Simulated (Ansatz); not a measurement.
Molecule: sum formula Si2H3Cl3, net charge 0, singlet state. 
Geometry from a B3LYP-D3(BJ)/def2-TZVP (Ansatz, a first-principles code) optimisation:
```xyz
8

Si    -2.2044     0.1564    -0.5742
Si     0.0475    -0.0034     0.0124
Cl     0.9774    -1.4810    -1.0731
Cl     0.2477    -0.4492     2.0093
Cl     1.0201     1.7710    -0.3513
H     -2.8575    -1.1389    -0.2842
H     -2.8218     1.2369     0.2256
H     -2.2920     0.4675    -2.0178
```

Quantity: vertical triplet-singlet gap (E(triplet) - E(singlet); each state is the SCF solution reached for its spin; the molecule has degenerate orbitals, so one determinant may break the symmetry), in kJ/mol. Correlated levels leave the core frozen unless marked. Open shells are spin-unrestricted. No spin-orbit coupling. No relativistic terms. CBS marks a two-point X^-3 extrapolation of the correlation energy; Hartree-Fock from the larger set. [CCSD(T)-MP2]/basis is that difference in the basis named.

```tsv
level	program	vertical triplet-singlet gap (kJ/mol)
SVWN5/def2-TZVPD	Ansatz	___
PBE/def2-TZVPD	Ansatz	532.6
r2SCAN/def2-TZVPD	Ansatz	548.3
B3LYP/def2-TZVPD	Ansatz	572.2
PBE0/def2-TZVPD	Ansatz	563.4
BHLYP/def2-TZVPD	Ansatz	___
CAM-B3LYP/def2-TZVPD	Ansatz	594.8
wB97M-V/def2-TZVPD	Ansatz	___
B2PLYP/def2-TZVPD	Ansatz	___
SCS-MP2/aug-cc-pV(D+d)Z	Ansatz	633.1
SCS-MP2/aug-cc-pV(T+d)Z	Ansatz	629.3
CCSD/aug-cc-pV(D+d)Z	Ansatz	618.0
CCSD/aug-cc-pV(T+d)Z	Ansatz	610.9
RI-MP2/CBS(aug-cc-pV(T+d)Z,aug-cc-pV(Q+d)Z)+[CCSD(T)-MP2]/aug-cc-pV(T+d)Z	Ansatz	608.1
```

Task: Complete the blanks.

Result: 
- SVWN5/def2-TZVPD, vertical triplet-singlet gap (kJ/mol): 540.3
- BHLYP/def2-TZVPD, vertical triplet-singlet gap (kJ/mol): 605.0
- wB97M-V/def2-TZVPD, vertical triplet-singlet gap (kJ/mol): 607.3
- B2PLYP/def2-TZVPD, vertical triplet-singlet gap (kJ/mol): 592.8
